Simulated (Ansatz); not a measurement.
A structure relaxed at PBE0-D4/def2-TZVP, charge 0, multiplicity 1:

```xyz
10

C    -0.963    0.349    1.227
Zr   -0.229   -0.520   -0.679
N     1.659    0.168   -0.875
F    -0.237   -2.412   -0.422
F    -1.356    0.195   -2.044
H    -1.995    0.029    1.418
H    -0.352    0.032    2.079
H    -0.953    1.444    1.203
H     1.932    1.013   -1.360
H     2.494   -0.298   -0.547
```

(1) Give its formula and SMILES.

(2) Point group (tolerance 0.08 Å, 0.16 Å for H)?

(3) Summarise the bond lengths by kind.

Answers

(1) CH5F2NZr, `[CH3][Zr]([NH2])([F])[F]`.

(2) Cs.

(3) 1 × C–Zr 2.220 Å; 3 × C–H 1.095 to 1.097 Å; 1 × N–Zr 2.018 Å; 2 × F–Zr 1.909 Å; 2 × H–N 1.012 Å.

Results of the Gaussian-basis code of Ansatz.
